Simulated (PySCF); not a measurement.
# Hartree-Fock beside MP2: Cl2GeH2N

These are calculations, not measurements. They come from PySCF 2.14.0, an open-source quantum chemistry program, on an isolated molecule that a program drew, which may never have been made. The molecule is Cl2GeH2N (charge 0, doublet), drawn as the SMILES string `[NH2][Ge]([Cl])[Cl]`.

The geometry was optimised and harmonic frequencies were computed with HF and MP2, all in the cc-pV(D+d)Z basis, for the commonest isotopes, with a restricted reference for singlets and an unrestricted one otherwise, and a frozen core in MP2. Germanium has the cc-pVDZ-PP basis, with a core potential (ECP10MDF) in place of its 10 inner electrons, and its 3s, 3p and 3d shells are frozen in MP2. Each result is a local minimum of its method.

Geometry at the HF minimum:
```xyz
6
Cl2GeH2N, angstrom
N    -0.2744    1.5129    0.3875
Ge   -0.8975    2.8729   -0.6540
Cl   -2.1097    1.9473   -2.2010
Cl   -2.1559    4.0926    0.6300
H     0.2260    1.8015    1.2117
H     0.2505    0.8068   -0.1013
```

Lengths of the bonds as drawn, in Å (atoms numbered as above):
| bond | HF | MP2 |
|---|---|---|
| N1-Ge2 | 1.823 | 1.848 |
| Ge2-Cl3 | 2.172 | 2.176 |
| Ge2-Cl4 | 2.172 | 2.176 |
| N1-H5 | 1.006 | 1.025 |
| N1-H6 | 1.006 | 1.025 |

Rotational constants, in GHz:
```
constant,HF,MP2
A,3.898,3.896
B,2.094,2.067
C,1.521,1.512
```

Harmonic frequencies in cm^-1, each column in rising order, so a row needn't be the same motion in every method:
| rank | HF | MP2 |
|---|---|---|
| 1 | 137 | 129 |
| 2 | 145 | 136 |
| 3 | 215 | ? |
| 4 | 266 | 257 |
| 5 | 402 | 398 |
| 6 | 424 | 425 |
| 7 | 564 | 589 |
| 8 | 718 | 695 |
| 9 | 926 | 874 |
| 10 | 1677 | 1555 |
| 11 | 3729 | 3514 |
| 12 | 3833 | 3629 |

**Estimate the missing MP2 frequency from the HF column.**

A single factor s that minimises the squared misfit of MP2 against s times HF over the other rows is sum(HF x MP2) / sum(HF^2) = 0.9450, with an rms misfit of 22 cm^-1. For rank 3 it gives 0.9450 x 215 = 203 cm^-1. The calculation gives 201 cm^-1, 2 cm^-1 below the estimate. The drawn bonds are on average 1.1 % longer in MP2 than in HF.
